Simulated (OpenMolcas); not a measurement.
Sb: effect of the basis set

```yaml
Program: OpenMolcas
Method: "SS-RASPT2, IPEA 0.25 Eh, imaginary shift 0.1 Eh (closed shells correlated: 4d)"
Active_space: 5 electrons in 9 orbitals (RAS2 5s 5p; RAS3 5d, at most 2 electrons)
State_averaging: 2S+1 = 4 odd, 1 root; 2S+1 = 2 odd, 8 roots; 2S+1 = 4 even, 3 roots; 2S+1 = 2 even, 5 roots (0 in the spin-orbit step)
Spin-orbit_coupling: state interaction with AMFI integrals over the reference wave functions, term energies averaged over their components
```

A. ANO-R2 [7s6p4d2f1g], X2C, finite nucleus; CASPT2 step of the order of 10 core-seconds
B. ANO-RCC-VTZP [7s6p4d2f1g], DKH2, point nucleus; CASPT2 step of the order of 8 core-seconds
C. ANO-RCC-VQZP [8s7p5d3f2g], DKH2, point nucleus; CASPT2 step of the order of 9 core-seconds

Energies in cm⁻¹ above 5s² 5p³ ⁴S°_3/2, the measured ground level; measured values from NIST Handbook of Basic Atomic Spectroscopic Data.

| Level | A | B | C | Measured |
| --- | --- | --- | --- | --- |
| 5s² 5p³ ⁴S°_3/2 | 0.0 | 0.0 | 0.0 | 0.0 |
| 5s² 5p³ ²D°_3/2 | 10154 | 9812 | 9017 | 8512 |
| 5s² 5p³ ²D°_5/2 | 11220 | 10851 | 10048 | 9854 |
| 5s² 5p³ ²P°_1/2 | 18232 | 17862 | 17141 | 16395 |
| 5s² 5p³ ²P°_3/2 | 19668 | 19273 | 18573 | 18464 |

Deviations, from unrounded energies. A percentage is the sum of absolute deviations over the sum of measured energies, with the sign that they share, or ± where signs differ.

```csv
Against measurement,Levels,A,B,C
mean absolute deviation (cm-1),4,1500,1100,390
other terms of the ground configuration (%),4,+11.4,+8.6,+2.9
```

C lies closest to measurement on these levels and A furthest from it. The largest miss of C in the table is 5s² 5p³ ²P°_1/2, by +750 cm-1. The ranking rests on the paired levels alone, and a cruder setting can come out closer through cancelling errors.

Among A to C the level of the table that moves most is 5s² 5p³ ²D°_5/2, by 1200 cm-1 (lowest in C, highest in A).

Some high roots are left out of the spin-orbit mixing, which shifts the levels that they would mix with. Active for correlation alone: 5d; no level in the range computed is led by a configuration that fills it, so any true level of that kind is missing. Some terms miss by over 15 % even with CASPT2, which points to a basis or an active space too small for the shells correlated (holds for A; B). Measured partners are found by configuration, term and J. A level has none where our copy of the source lacks it or the pairing is in doubt (some pairs that miss far off the trend of their configuration count as doubtful), and it then counts in no deviation. Levels of configurations outside the active space are missing. The table leaves out levels that lie high or whose names do not pair safely across all columns.

° marks odd parity.
